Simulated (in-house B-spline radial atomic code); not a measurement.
A fraction x of an electron is removed from 4d in the molybdenum ion Mo²⁺, starting from [Kr] 4d4 and keeping the highest spin. Computed with a radial B-spline atomic code at the basis-set limit: scalar-relativistic (X2C) LDA exchange-only, spin-polarised, spherical fractional occupations, Fermi nucleus of rms radius 4.4091 fm.

| x | E(x) - E(0) (eV) | 4d up level (eV) |
| --- | --- | --- |
| 0 | 0.0000 | -20.993 |
| 0.01 | 0.2105 | -21.104 |
| 0.13 | 2.8235 | -22.450 |
| 0.28 | 6.3190 | -24.162 |
| 0.49 | 11.6493 | -26.613 |
| 0.5 | 11.9161 | -26.731 |
| 0.56 | 13.5413 | -27.444 |
| 0.73 | 18.3799 | -29.488 |
| 0.78 | 19.8695 | -30.096 |
| 0.9 | 23.5692 | -31.569 |
| 1 | 26.7881 | -32.810 |

The exact functional would give a straight line between the two integer points. Deviations E(x) - E(0) - x[E(1) - E(0)], in eV: -0.057 at x = 0.01, -0.659 at x = 0.13, -1.182 at x = 0.28, -1.477 at x = 0.49, -1.478 at x = 0.5, -1.46 at x = 0.56, -1.175 at x = 0.73, -1.025 at x = 0.78, -0.54 at x = 0.9.

The curve lies below the straight line by up to 1.478 eV (at x = 0.5): convex, the delocalisation error that favours fractional charges.

How well does Slater's transition state (minus the level at half occupation) give the ionisation energy?

It gives 26.731 eV against 26.788 eV from the two total energies; NIST lists 27.13 eV, ground level to ground level.
